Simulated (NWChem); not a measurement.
ZnH$_{2}$S$_{2}$; SMILES [Zn]([SH])[SH]

```xyz
5

Zn     0.0000     0.0000    -0.0238
S     -0.0307    -2.1755    -0.0343
H      0.9381    -2.2567     0.9064
S      0.0307     2.1755    -0.0343
H     -0.9381     2.2567     0.9064
```
Atoms are numbered in this order, from 1.

Program: NWChem. Coordinates come from a PBE0/def2-SVP optimisation.

For level B3LYP/cc-pVDZ:

```
Item                         Value
---------------------------  -----
highest occupied level (eV)  -7.15
dipole (D)                    1.12
```

Q: How do the values read with level B3LYP/aug-cc-pVTZ instead?

A: 
| Property | Result |
|---|---|
| highest occupied level (eV) | -7.32 |
| dipole (D) | 0.85 |
